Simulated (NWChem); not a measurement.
# C₂HF₂I; SMILES F/C=C(\F)I

Computed with NWChem. STO-3G and 3-21G are far too small for this property and stand as cheap habits. The geometry was optimised at PBE0/def2-SVP (def2 core potentials past Kr). Field at 589 nm.

Question: Estimate the computed values for B3LYP/STO-3G (all-electron, non-relativistic). Quantities: isotropic polarisability (bohr³); anisotropy (bohr³).

Answer: 
```
Property                          Value
--------------------------------  -----
isotropic polarisability (bohr³)   23.0
anisotropy (bohr³)                 36.0
```
